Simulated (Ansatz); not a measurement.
C2H6AlNO can be A, `[CH3][Al]([NH2])[CH]=O`, or B, `[NH2][Al]1[CH2]C[O]1`.

Isolated molecules relaxed with PBE0-D4/def2-TZVP in Ansatz; ΔE leaves out vibrations. CBS: MP2 limit from def2 TZ/QZ plus the TZ coupled-cluster correction, frozen cores. DFT in def2-TZVPP. B3LYP here is the variant with VWN-RPA as its local correlation; programs differ in this. Each species was taken in one conformer, which may not be the lowest.

**Question.** Which is lower in electronic energy at CCSD(T)/CBS, and by how much? (Estimate.)

**Answer.** Computed: B, by 26.6 kcal/mol.

**Question.** Give E(B) − E(A) in kcal/mol with PBE-D4, ωB97M-V, B2PLYP, HF/def2-TZVPP, B3LYP-D4, CCSD(T)/def2-TZVPP, r2SCAN-D4. (Best estimate.)

**Answer.** The calculation gave: PBE-D4 -25.2, ωB97M-V -26.6, B2PLYP -25.0, HF/def2-TZVPP -21.7, B3LYP-D4 -23.5, CCSD(T)/def2-TZVPP -26.2, r2SCAN-D4 -27.5. None reverses the order clearly.

Largest T1 diagnostic: 0.014.

In def2-TZVPP, CCSD(T) changes the Hartree–Fock value by −4.4 kcal/mol (the triples alone add +0.1 kcal/mol) and MP2 by −7.6 kcal/mol. From PBE to PBE0 (25 % exact exchange), in def2-TZVPP and without D4, E(B) − E(A) moves by −3.1 kcal/mol.
